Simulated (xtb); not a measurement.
F4Ta, doublet, geometry from GFN2-xTB (such geometries of metal compounds can be far from the true shape) (the multiplicity is a formal guess); GFN0-xTB (xtb).

xtb was given this input:
```
$ xtb mol.xyz --gfn 0 --uhf 1 --grad --json

# file mol.xyz
5

Ta     0.00000000     0.00000000    -0.00000000
F      0.51886739     1.16694161    -1.28956491
F      0.10389302    -1.25026783     1.31148402
F     -0.44161278    -1.25382413    -1.23566053
F     -0.18114763     1.33715035     1.21374142
```

What the program printed (banner, timings and long lists left out):

```
   ID    Z sym.   atoms
    1   73 Ta     1
    2    9 F      2-5

           -------------------------------------------------
          |                Calculation Setup                |
           -------------------------------------------------

           -------------------------------------------------
          |                 G F N 0 - x T B                 |
           -------------------------------------------------

          ...................................................
          :                      SETUP                      :
          :.................................................:
          :  # basis functions                  26          :
          :  # atomic orbitals                  25          :
          :  # shells                           11          :
          :  # electrons                        33          :
          :  electronic temp.          300.0000000     K    :
          :  accuracy                    1.0000000          :
          :  -> integral cutoff          0.2500000E+02      :
          :  -> integral neglect         0.1000000E-07      :
          ...................................................

         :::::::::::::::::::::::::::::::::::::::::::::::::::::
         ::                     SUMMARY                     ::
         :::::::::::::::::::::::::::::::::::::::::::::::::::::
         :: total energy             -17.533010540365 Eh    ::
         :: gradient norm              0.035698997020 Eh/a0 ::
         :: HOMO-LUMO gap              1.483025283800 eV    ::
         ::.................................................::
         :: H0 energy                -17.467757128458 Eh    ::
         :: repulsion energy           0.039337560360 Eh    ::
         :: electrostat energy        -0.103710925216 Eh    ::
         :: -> Gsolv                   0.000000000000 Eh    ::
         ::    -> Gsasa                0.000000000000 Eh    ::
         ::    -> Gshift               0.000000000000 Eh    ::
         :: dispersion energy         -0.000880047052 Eh    ::
         :: short-range corr.          0.000000000000 Eh    ::
         :: add. restraining           0.000000000000 Eh    ::
         :: total charge              -0.000000000000 e     ::
         :::::::::::::::::::::::::::::::::::::::::::::::::::::

           -------------------------------------------------
          |                Property Printout                |
           -------------------------------------------------

    * Orbital Energies and Occupations

         #    Occupation            Energy/Eh            Energy/eV
      -------------------------------------------------------------
         1        2.0000           -0.8489532             -23.1012
       ...           ...                  ...                  ...
         5        2.0000           -0.4500241             -12.2458
         6        2.0000           -0.4458070             -12.1310
         7        2.0000           -0.4458070             -12.1310
         8        2.0000           -0.4447799             -12.1031
         9        2.0000           -0.4437467             -12.0750
        10        2.0000           -0.4437467             -12.0750
        11        2.0000           -0.4433389             -12.0639
        12        2.0000           -0.4427973             -12.0491
        13        2.0000           -0.4415123             -12.0142
        14        2.0000           -0.4413824             -12.0106
        15        2.0000           -0.4413824             -12.0106
        16        2.0000           -0.4408233             -11.9954
        17        1.0000           -0.3353824              -9.1262 (HOMO)
        18                         -0.2808822              -7.6432 (LUMO)
        19                         -0.2808822              -7.6432
        20                         -0.2679195              -7.2905
        21                         -0.0583342              -1.5874
        22                          0.0848240               2.3082
        23                          0.0848240               2.3082
        24                          0.4117043              11.2030
        25                          0.6598352              17.9550
      -------------------------------------------------------------
                  HL-Gap            0.0545002 Eh            1.4830 eV
             Fermi-level            0.0000000 Eh            0.0000 eV

     #   Z          covCN         q      C6AA      α(0)
     1  73 Ta       2.638     0.588   355.114    40.275
     2   9 F        0.660    -0.147    10.771     3.783
     3   9 F        0.660    -0.147    10.771     3.783
     4   9 F        0.660    -0.147    10.771     3.783
     5   9 F        0.660    -0.147    10.771     3.783

 Mol. C6AA /au·bohr⁶  :        968.778029
 Mol. C8AA /au·bohr⁸  :      90569.869378
 Mol. α(0) /au        :         55.406314

Wiberg/Mayer (AO) data.
largest (>0.10) Wiberg bond orders for each atom

 ---------------------------------------------------------------------------
     #   Z sym  total        # sym  WBO       # sym  WBO       # sym  WBO
 ---------------------------------------------------------------------------
     1  73 Ta   2.740 --     4 F    0.685     3 F    0.685     2 F    0.685
                             5 F    0.685
     2   9 F    0.722 --     1 Ta   0.685
     3   9 F    0.722 --     1 Ta   0.685
     4   9 F    0.722 --     1 Ta   0.685
     5   9 F    0.722 --     1 Ta   0.685
 ---------------------------------------------------------------------------

Topologies differ in total number of bonds
Writing topology from bond orders to xtbtopo.mol

 dipole moment from electron density (au)
     X       Y       Z
   0.0000  -0.0000  -0.0000  total (Debye):    0.000

           -------------------------------------------------
          | TOTAL ENERGY              -17.533010540365 Eh   |
          | GRADIENT NORM               0.035698997020 Eh/α |
          | HOMO-LUMO GAP               1.483025283800 eV   |
           -------------------------------------------------

normal termination of xtb
```
